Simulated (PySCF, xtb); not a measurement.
BGeH5O, SMILES B[O][GeH3].

GFN2-xTB (xtb 6.7.1) at its own geometry gives an orbital gap of 5.16 eV and a dipole moment of 1.48 D.

Coordinates come from a PBE0-D3(BJ)/def2-SVP optimisation.

Question: What does PBE/def2-TZVPD run with PySCF give? (The exact figures need the calculation; the answer reports its results.)

Answer: gap 5.32 eV (levels -6.70 and -1.38 eV), dipole 2.01 D.
